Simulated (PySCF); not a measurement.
**Radial density of Tc (technetium, neutral)**

r2SCAN, [Kr] 4d6 5s1, high-spin 6D determinant (an excited configuration). Calculation: PySCF 2.14, in x2c-QZVPPall; scalar relativity by spin-free X2C-1e.

```json
{"r (bohr)": "0.0340", "4πr²ρ (e/bohr)": "50.45", "4πr²(ρα − ρβ)": "-0.0025"}
{"r (bohr)": "0.0572", "4πr²ρ (e/bohr)": "47.89", "4πr²(ρα − ρβ)": "0.0005"}
{"r (bohr)": "0.0962", "4πr²ρ (e/bohr)": "66.69", "4πr²(ρα − ρβ)": "0.0737"}
{"r (bohr)": "0.162", "4πr²ρ (e/bohr)": "51.22", "4πr²(ρα − ρβ)": "0.3314"}
{"r (bohr)": "0.272", "4πr²ρ (e/bohr)": "48.33", "4πr²(ρα − ρβ)": "0.5482"}
{"r (bohr)": "0.458", "4πr²ρ (e/bohr)": "37.45", "4πr²(ρα − ρβ)": "0.0290"}
{"r (bohr)": "0.770", "4πr²ρ (e/bohr)": "12.29", "4πr²(ρα − ρβ)": "0.9380"}
{"r (bohr)": "1.29", "4πr²ρ (e/bohr)": "10.35", "4πr²(ρα − ρβ)": "2.5136"}
{"r (bohr)": "2.18", "4πr²ρ (e/bohr)": "2.772", "4πr²(ρα − ρβ)": "1.5806"}
{"r (bohr)": "3.66", "4πr²ρ (e/bohr)": "0.6086", "4πr²(ρα − ρβ)": "0.4737"}
{"r (bohr)": "6.16", "4πr²ρ (e/bohr)": "0.04647", "4πr²(ρα − ρβ)": "0.0371"}
{"r (bohr)": "10.4", "4πr²ρ (e/bohr)": "0.0002818", "4πr²(ρα − ρβ)": "0.0002"}
```

Densities and radii are taken from the X2C orbitals without a picture-change correction, which distorts them close to the nucleus.

Problem. Where is the radial spin density 4πr²(ρα − ρβ) most negative, and why is it negative at all?

Solution. Around r = 0.0340 bohr, down to -0.0025 e/bohr: exchange with the open shell polarises the paired shells in an unrestricted calculation.
